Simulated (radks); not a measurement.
Dynamic dipole polarisability and lines of the carbon ion C4+, [He]. Calculated with a radial shooting solver on a logarithmic mesh with Libxc functionals: scalar-relativistic Kohn-Sham, LDA (Slater exchange, VWN5 correlation), spin-polarised, spherical densities, finite nucleus; Fermi nuclear charge, rms radius of each element as measured or else 0.836 A^(1/3) + 0.57 fm. Time-dependent linear response with the Hartree and adiabatic LDA kernel, continuum included through the Sternheimer equations, no spin-orbit coupling, so fine structure and intercombination lines are absent. Lines are the poles of the dipole polarisability below minus the highest occupied eigenvalue, found on a grid refined at the orbital gaps; the lowest seven at most are given, and weak or close lines can be missed. The first line takes the name of the lowest orbital gap if no other gap lies below it; otherwise a line is named after a gap within 0.6 % of it, if that gap stands alone.

photon energy (eV)  alpha (bohr^3)
0                         0.009434
17.475                    0.009460
40.774                    0.009577
64.074                    0.009795
87.373                     0.01013
110.67                     0.01061
133.97                     0.01129
157.27                     0.01223
180.57                     0.01358
203.87                     0.01561
227.17                     0.01899
250.47                     0.02568
273.77                     0.04670
297.07                     -0.1726
320.37                    0.002796
343.67                   -0.006750

Lines (eV, oscillator strength): 293.33 (4.227 nm, 1s-2p), f = 0.554; 329.06 (3.768 nm, 1s-3p), f = 0.112; 340.59 (3.640 nm, 1s-4p), f = 0.0423; 345.80 (3.585 nm, unassigned), f = 0.0206. Higher lines, where found, are left out when the end of the mesh affects them. Those listed give 63 % of the static polarisability (sum of f/w^2). Orbital energy gaps for comparison: 1s-2p 292.63 eV; 1s-3p 328.79 eV; 1s-4p 340.47 eV; 1s-5p 345.74 eV.
